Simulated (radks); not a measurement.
Lu II, 70 electrons, occupied as [Xe] 4f14 6s2 (the NIST ground configuration). All-electron calculation, Dirac Kohn-Sham, BLYP, spin-unpolarised, spherical densities, point nucleus. Program: a radial shooting solver on a logarithmic mesh with Libxc functionals. Some entries of the table are withheld. Estimate them.

| orbital | occ. | eigenvalue (hartree) | <1/r> (bohr^-1) | <r> (bohr) |
|---|---|---|---|---|
| 1s1/2 | 2 | -2321.818 | 82.25 | 0.01932 |
| 2s1/2 | 2 | -395.2453 | 19.89 | 0.08123 |
| 2p1/2 | 2 | (1) | 19.86 | 0.06740 |
| 2p3/2 | 4 | (2) | 16.96 | 0.07501 |
| 3s1/2 | 2 | -89.80276 | 7.294 | 0.2121 |
| 3p1/2 | 2 | -81.84590 | 7.208 | 0.2020 |
| 3p3/2 | 4 | -73.08327 | 6.463 | 0.2162 |
| 3d3/2 | 4 | -59.58700 | 6.353 | 0.1898 |
| 3d5/2 | 6 | -57.67391 | 6.174 | 0.1942 |
| 4s1/2 | 2 | (3) | 3.055 | 0.4778 |
| 4p1/2 | 2 | -14.88467 | 2.944 | 0.4850 |
| 4p3/2 | 4 | -12.88961 | 2.684 | 0.5177 |
| 4d3/2 | 4 | -7.56958 | 2.462 | 0.5410 |
| 4d5/2 | 6 | -7.20552 | 2.399 | 0.5525 |
| 5s1/2 | 2 | -2.55809 | 1.145 | 1.170 |
| 5p1/2 | 2 | -1.66067 | 1.010 | 1.310 |
| 5p3/2 | 4 | -1.40457 | 0.9185 | 1.421 |
| 4f5/2 | 6 | -0.69973 | 1.846 | 0.7139 |
| 4f7/2 | 8 | -0.64370 | 1.814 | 0.7295 |
| 6s1/2 | 2 | -0.40348 | 0.3877 | (4) |

Answer. 
(1) 2p1/2 eigenvalue (hartree): -377.2431
(2) 2p3/2 eigenvalue (hartree): -336.1580
(3) 4s1/2 eigenvalue (hartree): -18.12270
(4) 6s1/2 <r> (bohr): 3.259
